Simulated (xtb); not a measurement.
xtb input:

```bash
xtb mol.xyz --gfn 2 --ohess tight --chrg -1 --uhf 0
```
mol.xyz:
```
3

B      0.18036870    -0.21132855     0.38346786
F      0.90853091     0.09390757    -0.69465893
F     -1.04856687     0.09855903     0.31430344
```

Problem. What final total energy does it print?

Solution. -10.86624 Eh (GFN2-xTB).
